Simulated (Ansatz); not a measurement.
A made-up structure of MgHIO, closed shell:

O1  (-1.036, 0.505, -0.559)
Mg2  (2.301, -1.257, 1.470)
I3  (0.347, -0.205, 0.248)
H4  (-1.613, 0.957, -1.159)
(Å)

It is relaxed with PBE-D4/def2-SVP and then PBE0-D4/def2-TZVP (Ansatz 0.2.0). Atoms count as bonded within 1.22 times the sum of their covalent radii (H–H: 0.88 Å). The end point is not checked to be a true minimum.

Task: Does its bonding change? (Judge from chemistry; the calculation decides.)

Result: Computed: No: no bond forms or breaks.

Where it ends: The first stage lowers the energy by 2.47 eV in 9 steps. It ends as MgHIO ([OH][I][Mg]):
```csv
atom,x (Å),y (Å),z (Å)
O1,-1.5324,0.5484,-0.4912
Mg2,2.5664,-1.3002,1.4681
I3,0.2093,-0.2285,0.3267
H4,-1.2433,0.9803,-1.3036
```

Labels in which every atom is bracketed show which atoms are joined, not bond orders.

For scale, one of the runs: PBE0-D4/def2-TZVP relaxation, 119 basis functions, launched by `ansatz run in.yaml --threads 2 --pin off --events-out ev --progress --plain --max-ram 4352MiB`. Hardware: 2 CPU threads of an Intel Xeon Platinum 8259CL, shared host. Wall time about 15 s.
